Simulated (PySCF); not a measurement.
# Electronic absorption of C5H4F4O

Species: C5H4F4O.
SMILES: `C=C(OCF)C(F)=C(F)F`

The calculation used PySCF 2.14.0, density-fitted response routines, TDDFT PBE0/def2-SVPD, vertical, gas phase, core orbitals frozen in the response. Geometry: GFN2-xTB, one conformer, isolated molecule. Torsions of this conformer, `[CH2:1]=[C:2]([O:3][CH2:4][F:5])[C:6]([F:7])=[C:8]([F:9])[F:10]`: C1–C2–O3–C4 0°, C2–O3–C4–F5 180°, C1–C2–C6–F7 0°.

What does the calculation give for the low-lying excited states?

```json
{"state": "S1", "E (eV)": "5.85", "E (kJ/mol)": "564", "λ (nm)": "212.0", "f": "0.520", "|μ| (D)": "4.84", "symmetry": "A′", "main configurations (H = HOMO, L = LUMO)": "H→L (96%)"}
{"state": "S2", "E (eV)": "6.22", "E (kJ/mol)": "600", "λ (nm)": "199.4", "f": "0.0016", "|μ| (D)": "0.26", "symmetry": "–", "main configurations (H = HOMO, L = LUMO)": "H→L+1 (79%), H→L+2 (11%)"}
{"state": "S3", "E (eV)": "6.40", "E (kJ/mol)": "617", "λ (nm)": "193.8", "f": "0.079", "|μ| (D)": "1.80", "symmetry": "A′", "main configurations (H = HOMO, L = LUMO)": "H-1→L (93%)"}
{"state": "S4", "E (eV)": "6.71", "E (kJ/mol)": "647", "λ (nm)": "184.8", "f": "0.0082", "|μ| (D)": "0.57", "symmetry": "A″", "main configurations (H = HOMO, L = LUMO)": "H→L+3 (41%), H→L+2 (28%), H→L+1 (17%)"}
{"state": "S5", "E (eV)": "6.93", "E (kJ/mol)": "669", "λ (nm)": "178.8", "f": "0.024", "|μ| (D)": "0.95", "symmetry": "A″", "main configurations (H = HOMO, L = LUMO)": "H→L+2 (47%), H→L+3 (45%)"}
{"state": "S6", "E (eV)": "7.43", "E (kJ/mol)": "717", "λ (nm)": "166.8", "f": "0.013", "|μ| (D)": "0.69", "symmetry": "A″", "main configurations (H = HOMO, L = LUMO)": "H→L+4 (65%), H→L+2 (10%), H-1→L+1 (10%)"}
```

Triplets (Tamm–Dancoff): T1 3.35 eV, H→L (95%); T2 4.75 eV, H-1→L (80%), H→L+7 (13%).

The lowest singlet lies at 5.85 eV (212 nm, ultraviolet) and is strong; its leading configuration is HOMO→LUMO (96%). The lowest level is also the most intense of those listed (f = 0.520). Löwdin shares by element: HOMO carbon 73% or more (atoms not listed hold the other 27%); LUMO carbon 74% or more (atoms not listed hold the other 26%). Of the 6 states listed, 4 reach f = 0.01 and none stays under 0.0005. Weighted by f, the mean energy of these states is 6.00 eV. The oscillator strengths of these states sum to 0.646; summed over the whole spectrum of an exact calculation they would give the number of electrons, 78 (Thomas–Reiche–Kuhn). Symmetry labels in Cs follow from the direction of the transition dipole and are given only for states with f of 0.002 or more. The window holds the lowest 6 singlets.

Hardware: one thread of an Arm Neoverse V1, shared host with 32 logical CPUs at a one-minute load of 17. Cost: 55 s of wall time, 0.93 GiB resident at most.
